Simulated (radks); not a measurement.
Task: Species: the calcium ion Ca13+. Configuration: [He] 2s2 2p3 (the NIST ground configuration). Method: scalar-relativistic Kohn-Sham, LDA (Slater exchange, Perdew-Wang correlation), spin-polarised, spherical densities, finite nucleus; open shells are filled with parallel spins first; Fermi nuclear charge, rms radius 3.4776 fm; computed with a radial shooting solver on a logarithmic mesh with Libxc functionals. Some entries of the table are withheld. Estimate them.

orbital,occ.,eigenvalue (eV),<r^2> (bohr^2),<r> (bohr)
1s up,1,-4468.263,(1),(2)
1s down,1,-4455.839,(3),(4)
2s up,1,-843.9370,0.1347,0.3388
2s down,1,-823.9266,0.1375,0.3422
2p up,3,-782.9231,0.1063,0.2957
2p down,0,-759.1665,0.1094,0.2997

Result: 
(1) 1s up <r^2> (bohr^2): 0.007931
(2) 1s up <r> (bohr): 0.07683
(3) 1s down <r^2> (bohr^2): 0.007891
(4) 1s down <r> (bohr): 0.07665
